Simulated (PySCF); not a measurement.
PySCF input for AlH2Br, SMILES [Br][AlH2], C-PCM-ωB97X/def2-SVP. Geometry: B3LYP-D3(BJ)/def2-TZVP.

```python
import numpy as np
from pyscf import gto, scf, dft
from pyscf.solvent import pcm

mol = gto.M(
    atom='''
    Al    0.00000000    0.00000000    1.55782740
    H     0.00000000    1.39098865    2.28464780
    H     0.00000000   -1.39098865    2.28464780
    Br    0.00000000    0.00000000   -0.70917291
    ''',
    basis='def2-SVP',
    charge=0,
    spin=0,
    max_memory=1600,
    verbose=3,
)
mf = dft.RKS(mol, xc='wb97x').density_fit(auxbasis='def2-universal-jkfit')
mf.grids.level = 3
mf.conv_tol = 1e-9
mf.max_cycle = 100
mf.kernel()
res = {}
for name, eps in {'water': 78.355, 'chloroform': 4.7113, 'N,N-dimethylformamide': 37.219}.items():
    s = mf.PCM()
    s.with_solvent.method, s.with_solvent.eps, s.with_solvent.lebedev_order = 'C-PCM', eps, 29
    s.kernel(mf.make_rdm1())
    res[name] = (s.e_tot, eps, s.dip_moment(), s.mo_energy, s.converged)
    print(f'{name}: electrostatic solvation free energy {(s.e_tot - mf.e_tot) * 627.509474:.3f} kcal/mol')
```

It prints:

```
converged SCF energy = -2817.46518505545

WARN: PCM is an experimental feature. It is still in testing.
Features and APIs may be changed in the future.

converged SCF energy = -2817.47332471768
Dipole moment(X, Y, Z, Debye): -0.00000,  0.00000,  1.84557
water: electrostatic solvation free energy -5.108 kcal/mol

WARN: PCM is an experimental feature. It is still in testing.
Features and APIs may be changed in the future.

converged SCF energy = -2817.47151399746
Dipole moment(X, Y, Z, Debye): -0.00000,  0.00000,  1.72818
chloroform: electrostatic solvation free energy -3.971 kcal/mol

WARN: PCM is an experimental feature. It is still in testing.
Features and APIs may be changed in the future.

converged SCF energy = -2817.47319349049
Dipole moment(X, Y, Z, Debye):  0.00000, -0.00000,  1.83691
N,N-dimethylformamide: electrostatic solvation free energy -5.025 kcal/mol
```

Self-consistency was reached.
